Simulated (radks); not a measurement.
Results of a calculation; reference values are marked as such.
Task: Numerical settings for neutral bismuth, [Hg] 6p3. Level of theory: scalar-relativistic Kohn-Sham, r2SCAN, spin-polarised, spherical densities, finite nucleus; open shells are filled with parallel spins first (spin-orbit coupling, left out, can overturn this in heavy ions); meta-GGA in the generalised Kohn-Sham scheme; Fermi nuclear charge, rms radius 5.5211 fm (a radial shooting solver on a logarithmic mesh with Libxc functionals). The defaults (mesh step 0.008 in ln r, mesh end at 40 bohr or more with all orbitals vanishing there, Anderson mixing 0.5 over 9 steps, residual threshold near 1e-9 with the energy settled to 1e-9 hartree or 1e-11 of itself, here a cap of 99 iterations) give E = -21526.875 hartree and 6p at -5.539 eV in 11 iterations. Times are rough (one thread of a shared host). One setting is changed at a time: mesh step in ln r 0.03; mesh step in ln r 0.12; mesh step in ln r 0.02; mesh end (bohr) 12; mesh end (bohr) 2; residual threshold 0.1; residual threshold 0.001; mixing 0.01; linear mixing, mixing 0.2; linear mixing, mixing 0.8; mixing history 2; iteration cap 8. Which runs fail to converge, and which converge to a wrong energy?

Result: Not converged within the cap: mesh step in ln r 0.12; iteration cap 8. Settled on a wrong energy, with an occupied level pushed above zero by the early mesh end: mesh end (bohr) 2 (+21.2 hartree). Apart from these: no run marked as converged misses the energy by more than 1 mhartree.
